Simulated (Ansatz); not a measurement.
CH4N2Si (`C1=N[SiH2]N1`), 8 atoms. Charge 0, multiplicity 1. All runs use 2 threads of an Arm Neoverse V2 on a shared host. Correlated methods freeze the cores.

(1) How many basis functions does each run have, and how long does it take in Ansatz? RKS PBE0-D4/def2-TZVP relaxation (12 steps); RKS ωB97M-V/def2-QZVPP energy; RKS PBE0-D4/def2-SVP energy; RKS r2SCAN0-D4/def2-TZVPP energy; RKS PBE0-D4/def2-TZVP frequencies; RKS PBE0-D4/def2-QZVPP energy; RKS LC-ωPBE/def2-TZVPP energy; RHF-MP2/def2-QZVPP energy; RKS ωB97M-V/def2-SVP energy; RKS BHLYP-D4/def2-TZVPP energy; RKS r2SCANh-D4/def2-TZVPP energy; RHF-CCSD(T)/def2-SVP energy. (Best estimate.)

## Answers

(1) The calculation gave: Other jobs shared the machine, so times are rough.

```json
{"level": "RKS PBE0-D4/def2-SVP", "job": "energy", "functions": "80", "wall time": "0.75 s", "peak host memory (GiB)": "0.37"}
{"level": "RHF-CCSD(T)/def2-SVP", "job": "energy", "functions": "80", "wall time": "1.7 s", "peak host memory (GiB)": "0.37"}
{"level": "RKS LC-ωPBE/def2-TZVPP", "job": "energy", "functions": "191", "wall time": "2.1 s", "peak host memory (GiB)": "0.37"}
{"level": "RKS BHLYP-D4/def2-TZVPP", "job": "energy", "functions": "191", "wall time": "2.2 s", "peak host memory (GiB)": "0.37"}
{"level": "RKS ωB97M-V/def2-SVP", "job": "energy", "functions": "80", "wall time": "3.4 s", "peak host memory (GiB)": "0.37"}
{"level": "RKS r2SCAN0-D4/def2-TZVPP", "job": "energy", "functions": "191", "wall time": "4 s", "peak host memory (GiB)": "0.42"}
{"level": "RKS r2SCANh-D4/def2-TZVPP", "job": "energy", "functions": "191", "wall time": "4 s", "peak host memory (GiB)": "0.41"}
{"level": "RKS PBE0-D4/def2-QZVPP", "job": "energy", "functions": "361", "wall time": "5.5 s", "peak host memory (GiB)": "0.89"}
{"level": "RKS ωB97M-V/def2-QZVPP", "job": "energy", "functions": "361", "wall time": "14 s", "peak host memory (GiB)": "1.1"}
{"level": "RHF-MP2/def2-QZVPP", "job": "energy", "functions": "361", "wall time": "17 s", "peak host memory (GiB)": "1.5"}
{"level": "RKS PBE0-D4/def2-TZVP", "job": "relaxation (12 steps)", "functions": "154", "wall time": "30 s", "peak host memory (GiB)": "0.29"}
{"level": "RKS PBE0-D4/def2-TZVP", "job": "frequencies", "functions": "154", "wall time": "78 s", "peak host memory (GiB)": "0.37"}
```

LC-ωPBE has ω = 0.4 bohr⁻¹.
